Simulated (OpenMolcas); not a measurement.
**Pt6+: moving or changing the point charges**

Pt6+ among 4 point charges of -2 e arranged as a tetrahedron (Td), 1.8 Å from the ion.
```
   1.0392    1.0392    1.0392  -2.00
   1.0392   -1.0392   -1.0392  -2.00
  -1.0392    1.0392   -1.0392  -2.00
  -1.0392   -1.0392    1.0392  -2.00
```

```json
{"Program": "OpenMolcas", "Method": "CASSCF", "Basis": "ANO-RCC-VDZP [7s6p4d2f]", "Scalar Hamiltonian": "DKH2, point nucleus", "Active space": "4 electrons in 5 orbitals (5d)", "State averaging": "2S+1 = 5 even, 5 roots; 2S+1 = 3 even, 45 roots; 2S+1 = 1 even, 50 roots", "Spin-orbit coupling": "state interaction with AMFI integrals over the reference wave functions"}
```

Runs around this geometry, states (labels of Td). Energies in cm-1 above the lowest state or level, χT in cm3 K/mol; under a threefold ground state the first gap can be a small split of the lowest multiplet, not the spin-orbit step; 10Dq and B are least-squares fits to the states below 45000 cm-1, weighted by degeneracy, with a free offset, and given where the rms deviation is under 5 % of |10Dq| (or 100 cm-1) and under 700 cm-1; 10Dq is negative for this site.

```
R (Å)  q (e)  Ground state  First state of that spin   10Dq  B (rms of fit)  First gap with spin-orbit (degeneracies)  χT at 300 K  First state of another spin
  1.8   -1.6           5T2                   5E 3283  -3381        998 (34)                               7457 (1, 3)        0.032                    3T1 19127
 1.71     -2           5T2                   5E 4977  -5113        995 (58)                               7427 (1, 3)        0.034                    3T1 17690
  1.8     -2           5T2                   5E 3968  -4082        996 (45)                               7440 (1, 3)        0.033                    3T1 18565
 1.99     -2           5T2                   5E 2515  -2593       1000 (27)                               7466 (1, 3)        0.031                    3T1 19708
```

Taking |10Dq| as R^-n, n = -ln(2593 / 5113) / ln(1.99 / 1.71) = 4.5 between the shortest and longest distance. The point-charge formula for a cubic d site gives n = 5.

Scaling the charges by -1.6 / -2 = 0.80 scales |10Dq| by 3381 / 4082 = 0.83; with fixed orbitals a first-order splitting would follow the charge.

Without dynamic correlation the repulsion within the d shell is too large (B by tens of per cent), so at a given field states of lower spin stand too high. Point charges give a weaker field than real ligands, and real ions of this kind are as a rule low spin; the high spin found here belongs to the model. The ground term spreads over less than 5000 cm-1, several times less than with real ligands, so orbital moments are less quenched and χT lies further from the spin-only value than at real sites. Spin-orbit coupling mixes the spin-free states strongly: the lowest level takes only 41 % from its leading state, 5T2 (figures for R = 1.8, q = -1.6; the like holds for R = 1.71, q = -2, R = 1.8, q = -2, R = 1.99, q = -2). Point charges carry no covalency, so the field is a model and not that of real ligands. No measured value stands beside these numbers.
